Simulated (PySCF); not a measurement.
Saddle point of SiH$_{3}$Cl$_{3}$, singlet (SiHCl₃ ([Cl][SiH]([Cl])[Cl]) + H₂ → SiH₂Cl₂ ([Cl][SiH2][Cl]) + HCl; bonds formed: Si1–H7, Cl2–H6; bonds broken: Si1–Cl2, H6–H7), PBE0-D4/def2-TZVP structure:

```
7
angstrom
Si -0.4256 0.0859 -0.1847
Cl 1.2913 -1.3085 0.9184
Cl -0.5492 -1.2556 -1.7023
Cl -1.6246 -0.0743 1.4431
H -0.9627 1.3026 -0.8330
H 1.3094 0.2330 0.3795
H 0.9614 1.0168 -0.0210
```

Energies are electronic, without zero-point energy. Barriers and step energies count from the start structure reached by relaxing down the imaginary mode; all methods use the PBE0-D4 structures, on which another method's saddle can fall below an end. PySCF 2.14 with density fitting (its default auxiliary sets; JK sets also for MP2 and CCSD(T)); basis: def2-TZVPP, with def2-QZVPP for the basis limit; cores frozen in the correlated methods. B3LYP uses VWN-RPA correlation. Extrapolation: Hartree–Fock as exp(−7.88 √X), correlation as X^−2.97.

```tsv
method	barrier (eV)	step energy (eV)
SPW92	1.881	0.656
PBE-D4	2.237	0.724
r2SCAN-D4	2.409	0.771
PBE0-D4	?	0.710
B3LYP-D4	?	0.697
BHLYP-D4	?	0.685
wB97M-V	2.625	0.734
HF	3.339	0.617
MP2	2.704	0.770
CCSD	2.813	0.638
CCSD(T)	2.710	0.670
```

Q: Fill in the withheld barriers. (An estimate is asked for; the value comes from the calculation.)

A: Computed: B3LYP-D4 2.575; PBE0-D4 2.425; BHLYP-D4 2.796 eV. Each is the energy of the saddle less that of the start structure, by the same method.

For comparison, the barrier by CCSD(T) at an estimated basis limit (MP2 extrapolated from triple and quadruple zeta, plus CCSD(T) − MP2 in triple zeta) is 2.664 eV.

The T1 diagnostic stays at or below 0.011.

Labels in which every atom is bracketed show which atoms are joined, not bond orders.

For scale, one of the runs: CCSD(T)/def2-TZVPP, 210 basis functions, launched by `OMP_NUM_THREADS=4 python run.py`. The run took 7.8 min on 4 CPU threads of an Arm Neoverse V2 (shared host), with 2.9 GiB of host memory at its peak.
